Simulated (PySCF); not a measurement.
B(F)(Cl)(vinyl) (C₂H₃BClF), SMILES C(B(F)Cl)=C.

Geometry optimised at ωB97X-D3(BJ)/def2-SVP. One conformer was computed; it need not be the lowest.

Level of theory: PySCF with M06-2X/def2-TZVP.

```yaml
total_energy: -663.00042 hartree
point_group: Cs
highest_occupied_level: -9.77 eV
lowest_empty_level: -0.95 eV
orbital_gap: 8.82 eV
dipole_moment: 2.09 D
quadrupole, principal values (traceless, Buckingham form, about the centre of nuclear charge): -1.54, -1.34, 2.88 D·Å
mean_static_polarisability: 48.2 bohr³ (7.14 Å³)
polarisability_principal_values: 32.7, 52.6, 59.3 bohr³
```
